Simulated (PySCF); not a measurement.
CH2NO, SMILES [NH]C=O, multiplicity 2.

Geometry optimised at PBE0-D3(BJ)/def2-TZVP. A frequency run showed that this geometry is not a minimum. The isomer is the one that the SMILES or the coordinates give; other isomers of the formula were not compared. One conformer was computed; it need not be the lowest.

All values below come from ωB97X/def2-TZVPD run with PySCF.

The molecule is in vacuum.

```json
{
 "total_energy": "-169.22172 hartree",
 "point_group": "Cs",
 "α spin, highest occupied and lowest empty level": "-10.95 and 1.88 eV",
 "β spin, highest occupied and lowest empty level": "-10.48 and -2.52 eV",
 "dipole_moment": "0.72 D",
 "quadrupole, principal values (traceless, Buckingham form, about the centre of nuclear charge)": "-7.96, 1.41, 6.55 D·Å",
 "mean_static_polarisability": "32.9 bohr³ (4.88 Å³)",
 "polarisability_principal_values": "25.6, 34.1, 39.2 bohr³",
 "⟨S²⟩": "0.792 (pure state 0.75)"
}
```
